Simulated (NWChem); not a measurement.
Species: CH₃FMg; SMILES [CH3][Mg][F]

```xyz
6

Mg     0.0000     0.0000    -0.1344
F      0.0000     0.0000    -1.9003
C      0.0000     0.0000     1.9438
H      0.8262    -0.6066     2.3511
H     -0.9384    -0.4122     2.3511
H      0.1122     1.0188     2.3511
```
Atoms are numbered in this order, from 1.

Results from NWChem. Geometry: optimised at PBE0/def2-SVP.

Question: Taking B3LYP/pcseg-2 as the yardstick, which of these has the fewest basis functions while keeping “highest occupied level (eV)” within 0.2 eV of it: B3LYP/pcseg-1; B3LYP/STO-3G; B3LYP/def2-SVP; B3LYP/aug-pcseg-1?

Answer: B3LYP/pcseg-1.
```
level              basis functions  highest occupied level (eV)
-----------------  ---------------  ---------------------------
B3LYP/STO-3G                    22                        -2.32
B3LYP/pcseg-1                   53                        -7.42
B3LYP/def2-SVP                  61                        -7.38
B3LYP/aug-pcseg-1               87                        -7.46
B3LYP/pcseg-2                  121                        -7.40
```

The yardstick is one finite set, not the basis-set limit.
